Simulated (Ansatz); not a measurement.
Energy needed to pull apart BH2SBr (SMILES SBBr), closed shell, into free ground-state atoms, from the structure below (displaced at random from its PBE0-D4/def2-TZVP minimum); no zero-point or spin–orbit terms; open-shell atoms are treated unrestricted, in their ground-state multiplicity.

S1  (-1.226, -0.073, -0.302)
B2  (0.361, -0.136, 0.123)
Br3  (0.960, -1.773, 0.970)
H4  (-1.167, 1.132, -0.882)
H5  (1.207, 0.737, -0.100)
(Å)

Computed with Ansatz 0.2.0 (basis: def2-TZVPP); correlated methods freeze the cores. Filled d shells of the heavier atoms are correlated. The def2 sets are not built for correlating such inner shells, so the correlated values are less sure here.

| method | atomization energy (kcal/mol) |
| --- | --- |
| PBE-D4 | ? |
| r2SCAN-D4 | 374.3 |
| PBE0-D4 | 371.7 |
| wB97M-V | 370.1 |
| HF | ? |
| MP2 | 366.3 |
| CCSD | 349.6 |
| CCSD(T) | 356.6 |

(1) What does HF give? (An estimate is asked for; the value comes from the calculation.)

(2) What does PBE-D4 give? (To be estimated.)

T1 diagnostic: at most 0.011.

## Answers

(1) The calculation gives: 271.5 kcal/mol, which is about 85.1 kcal/mol less than CCSD(T)/def2-TZVPP.

(2) By the calculation: 377.2 kcal/mol, which is about 20.5 kcal/mol more than CCSD(T)/def2-TZVPP.

In triple zeta the MP2 and coupled-cluster atomization energies are still short of their basis limit by a few kcal/mol a bond, whereas those of the functionals are nearly converged, so these differences are not deviations from converged CCSD(T).

For scale, one of the runs: CCSD(T)/def2-TZVPP forces, 149 basis functions (an equivalent command: `ansatz run in.yaml --threads 2`). Time: 2.1 min of wall clock on 2 CPU threads; the host was shared. Peak host memory: 1.5 GiB.
